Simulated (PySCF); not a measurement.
# Input and output

[Tl(NH2)4]− (singlet). PySCF 2.14.0, RKS B3LYP, Tl def2-SVP with ECP60, N def2-SVP, H def2-SVP; non-relativistic Hamiltonian with scalar-relativistic core potentials where named; density fitting; no spin-orbit coupling. Purpose: level B3LYP.

```python
mol = gto.M(atom='''
Tl     0.00000    -0.00000     0.00000
N      1.20036     1.33158     1.33158
H      1.83057     0.69034     1.82491
H      1.83057     1.82491     0.69034
N     -1.20036    -1.33158     1.33158
H     -1.83057    -0.69034     1.82491
H     -1.83057    -1.82491     0.69034
N      1.20036    -1.33158    -1.33158
H      1.83057    -1.82491    -0.69034
H      1.83057    -0.69034    -1.82491
N     -1.20036     1.33158    -1.33158
H     -1.83057     1.82491    -0.69034
H     -1.83057     0.69034    -1.82491''',
    basis={'Tl': 'def2-SVP', 'N': 'def2-SVP', 'H': 'def2-SVP'},
    ecp={'Tl': 'def2-SVP'},
    charge=-1, spin=0)
mf = dft.RKS(mol, xc='B3LYP')
mf.grids.atom_grid = (75, 302)
mf = mf.density_fit()  # fitting sets: Tl def2-universal-JKFIT, N def2-universal-JKFIT, H def2-universal-JKFIT
mf.conv_tol = 1e-08; mf.max_cycle = 55
mf.kernel(dm0)  # dm0: converged density of the relaxed state
mf.nuc_grad_method().kernel()
```

Run from Python with OMP_NUM_THREADS=2; the lines above give its settings. Where DIIS fails, smearing, a level shift and second-order steps follow.
It took 8.4 s on 2 threads of Arm Neoverse V1, with other jobs on the host, from an already converged density.

Question: Where do the frontier levels lie, over both spins?

Answer: HOMO -0.98 eV, LUMO 3.89 eV. 

Question: What are the Mulliken charges and spins?

Answer: 
```
atom  charge (e)  spin (e)
 Tl1       0.225     0.000
  N2      -0.422     0.000
  H3       0.058     0.000
  H4       0.058     0.000
  N5      -0.422     0.000
  H6       0.058     0.000
  H7       0.058     0.000
  N8      -0.422     0.000
  H9       0.058     0.000
 H10       0.058     0.000
 N11      -0.422     0.000
 H12       0.058     0.000
 H13       0.058     0.000
```

Question: What forces act on the atoms (eV/Å)?

Answer: 
```
Tl   0.00  0.00  0.00
N    0.03  0.17  0.17
H    0.07 -0.05  0.06
H    0.07  0.06 -0.05
N   -0.03 -0.17  0.17
H   -0.07  0.05  0.06
H   -0.07 -0.06 -0.05
N    0.03 -0.16 -0.16
H    0.07 -0.05  0.05
H    0.07  0.05 -0.05
N   -0.03  0.16 -0.16
H   -0.07  0.06  0.05
H   -0.07 -0.05 -0.06
```
Forces carry noise of the integration grid, about 0.01 to 0.03 eV/Å.

The geometry was relaxed with PBE0 (Tl def2-SVP with ECP60, N def2-SVP, H def2-SVP).
